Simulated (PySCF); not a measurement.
PySCF input (MN15/def2-TZVPD):

```python
from pyscf import gto, scf, dft

mol = gto.M(
    atom='''
    Al    0.15646945    1.00339039    1.21586337
    I    -0.16324767    1.53410160   -1.49814572
    I     0.12486837   -1.78021623    1.19991508
    ''',
    basis='def2-tzvpd',
    ecp='def2-tzvp',
    charge=-1,
    spin=0,
    verbose=4,
)

mf = dft.RKS(mol, xc='mn15').density_fit(auxbasis='def2-universal-jkfit')
mf.grids.level = 4
mf.conv_tol = 1e-9
mf.max_cycle = 100
mf.max_memory = 1500
mf.kernel()
if not mf.converged:
    mf = mf.newton()
    mf.kernel(mf.make_rdm1())
mf.analyze()
```

End of the output:

```
Extra cycle  E= -836.504573003707  delta_E= -1.43e-11  |g|= 7.57e-06  |ddm|= 6.38e-05
converged SCF energy = -836.504573003707
**** SCF Summaries ****
Total Energy =                        -836.504573003706582
Nuclear Repulsion Energy =             200.772124250739523
One-electron Energy =                -1783.919980081324638
Two-electron Energy =                  746.643282826878476
Two-electron Coulomb Energy =          808.210401196743533
DFT Exchange-Correlation Energy =      -61.567118369865078
HOMO-LUMO gap [eV] =                     4.638460573219163
**** MO energy ****
MO #1   energy= -55.1275867144822  occ= 2
MO #2   energy= -6.38474648196017  occ= 2
MO #3   energy= -6.38473249888486  occ= 2
MO #4   energy= -4.52111663601053  occ= 2
MO #5   energy= -4.52110279876062  occ= 2
MO #6   energy= -4.51919974466527  occ= 2
MO #7   energy= -4.51918619242385  occ= 2
MO #8   energy= -4.51805631245522  occ= 2
MO #9   energy= -4.51804059170763  occ= 2
MO #10  energy= -3.93188013125899  occ= 2
MO #11  energy= -2.61551441588073  occ= 2
MO #12  energy= -2.61329200371688  occ= 2
MO #13  energy= -2.61195507210906  occ= 2
MO #14  energy= -1.74481176416073  occ= 2
MO #15  energy= -1.7447977665822   occ= 2
MO #16  energy= -1.74424520006625  occ= 2
MO #17  energy= -1.74423280430204  occ= 2
MO #18  energy= -1.74331887882454  occ= 2
MO #19  energy= -1.74330406482997  occ= 2
MO #20  energy= -1.74173596134116  occ= 2
MO #21  energy= -1.74172266508564  occ= 2
MO #22  energy= -1.74164591630488  occ= 2
MO #23  energy= -1.74163145425514  occ= 2
MO #24  energy= -0.560892854585429 occ= 2
MO #25  energy= -0.554442054254913 occ= 2
MO #26  energy= -0.237367792035264 occ= 2
MO #27  energy= -0.163074060681928 occ= 2
MO #28  energy= -0.149098065273417 occ= 2
MO #29  energy= -0.145896682757804 occ= 2
MO #30  energy= -0.132785184016752 occ= 2
MO #31  energy= -0.122565833421313 occ= 2
MO #32  energy= -0.076417105149522 occ= 2
MO #33  energy= 0.0940431782704389 occ= 0
MO #34  energy= 0.125647622074208  occ= 0
MO #35  energy= 0.129127946988394  occ= 0
MO #36  energy= 0.139326826040059  occ= 0
MO #37  energy= 0.155218792521255  occ= 0
MO #38  energy= 0.162567978460767  occ= 0
MO #39  energy= 0.166154994999981  occ= 0
MO #40  energy= 0.16949981618932   occ= 0
MO #41  energy= 0.171318712609402  occ= 0
MO #42  energy= 0.171944359996493  occ= 0
MO #43  energy= 0.208230531748646  occ= 0
MO #44  energy= 0.216852998506123  occ= 0
MO #45  energy= 0.225673636428391  occ= 0
MO #46  energy= 0.22624028770006   occ= 0
MO #47  energy= 0.242080919940414  occ= 0
MO #48  energy= 0.255107891053465  occ= 0
MO #49  energy= 0.258767420088755  occ= 0
MO #50  energy= 0.26030680961257   occ= 0
MO #51  energy= 0.277144378587019  occ= 0
MO #52  energy= 0.278371239516143  occ= 0
MO #53  energy= 0.288398249273883  occ= 0
MO #54  energy= 0.291393401716634  occ= 0
MO #55  energy= 0.296544508957997  occ= 0
MO #56  energy= 0.302860110500984  occ= 0
MO #57  energy= 0.307461374616582  occ= 0
MO #58  energy= 0.311697256260638  occ= 0
MO #59  energy= 0.31679426723925   occ= 0
MO #60  energy= 0.397510014209936  occ= 0
MO #61  energy= 0.398887933045409  occ= 0
MO #62  energy= 0.414933521530813  occ= 0
MO #63  energy= 0.417133184383864  occ= 0
MO #64  energy= 0.420895475729109  occ= 0
MO #65  energy= 0.443701711880304  occ= 0
MO #66  energy= 0.445012227574762  occ= 0
MO #67  energy= 0.461881681504742  occ= 0
MO #68  energy= 0.46535302069355   occ= 0
MO #69  energy= 0.478409229980685  occ= 0
MO #70  energy= 0.485745512533896  occ= 0
MO #71  energy= 0.499267155999732  occ= 0
MO #72  energy= 0.521393885289444  occ= 0
MO #73  energy= 0.551339870148391  occ= 0
MO #74  energy= 0.556575315643199  occ= 0
MO #75  energy= 0.564811266877623  occ= 0
MO #76  energy= 0.571065781514737  occ= 0
MO #77  energy= 0.572165037578387  occ= 0
MO #78  energy= 0.586233124439614  occ= 0
MO #79  energy= 0.588892745471943  occ= 0
MO #80  energy= 0.590030042470445  occ= 0
MO #81  energy= 0.609915308339629  occ= 0
MO #82  energy= 0.636431843498829  occ= 0
MO #83  energy= 0.653225979117277  occ= 0
MO #84  energy= 0.678604613034156  occ= 0
MO #85  energy= 0.855712951790335  occ= 0
MO #86  energy= 0.862198951249521  occ= 0
MO #87  energy= 0.869438368310669  occ= 0
MO #88  energy= 0.89497131418078   occ= 0
MO #89  energy= 0.89712074907666   occ= 0
MO #90  energy= 0.903033637687522  occ= 0
MO #91  energy= 0.903316791399635  occ= 0
MO #92  energy= 0.922552038788978  occ= 0
MO #93  energy= 0.937201069892882  occ= 0
MO #94  energy= 0.965437932001071  occ= 0
MO #95  energy= 0.977241773097249  occ= 0
MO #96  energy= 0.992378775242113  occ= 0
MO #97  energy= 1.04062368153183   occ= 0
MO #98  energy= 1.04771465767021   occ= 0
MO #99  energy= 1.04782809288409   occ= 0
MO #100 energy= 1.04921560074087   occ= 0
MO #101 energy= 1.0509984395849    occ= 0
MO #102 energy= 1.05300239629484   occ= 0
MO #103 energy= 1.06708858394197   occ= 0
MO #104 energy= 1.09603568407916   occ= 0
MO #105 energy= 1.10483129142289   occ= 0
MO #106 energy= 1.10632597138329   occ= 0
MO #107 energy= 1.18245257734132   occ= 0
[...]
```
